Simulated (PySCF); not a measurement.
**S²⁺ (sulfur, charge +2): LDA calculation**

Configuration: [Ne] 3s2 3p2, high-spin 3P determinant. Calculation: PySCF 2.14, in aug-cc-pCVTZ-DK (8s7p5d3f, 75 functions); scalar relativity by spin-free X2C-1e.

| Item | Value |
| --- | --- |
| Total energy | -396.5689 hartree |
| One-electron energy | -536.6113 hartree |
| Hartree (Coulomb) energy | 163.6478 hartree |
| Exchange-correlation energy | -23.6054 hartree |
| ⟨S²⟩ | 2.0014 |
| ⟨L²⟩ | 2.009 |
| Sum of ⟨r⟩ | 10.47 bohr |
| Sum of ⟨r²⟩ | 14.92 bohr² |
| Traceless quadrupole moment −½Σ⟨3z² − r²⟩ along its main axis | 1.31 e·bohr² |
| Langevin diamagnetic susceptibility | -11.8 ×10⁻⁶ cm³/mol |

| shell | electrons | mean orbital energy (hartree) | spread (hartree) | rms radius, mean of both spins (bohr) |
| --- | --- | --- | --- | --- |
| 1s α | 1 | -89.02261 | 0 | 0.113 |
| 1s β | 1 | -89.00821 | 0 | 0.113 |
| 2s α | 1 | -8.68962 | 0 | 0.524 |
| 2s β | 1 | -8.67355 | 0 | 0.524 |
| 2p α | 3 | -6.70019 | 0.01406 | 0.495 |
| 2p β | 3 | -6.68023 | 0.02627 | 0.495 |
| 3s α | 1 | -1.47975 | 0 | 1.69 |
| 3s β | 1 | -1.39560 | 0 | 1.69 |
| 3p α | 2 | -1.06016 | 0 | 1.89 |

Densities and radii are taken from the X2C orbitals without a picture-change correction, which distorts them close to the nucleus.
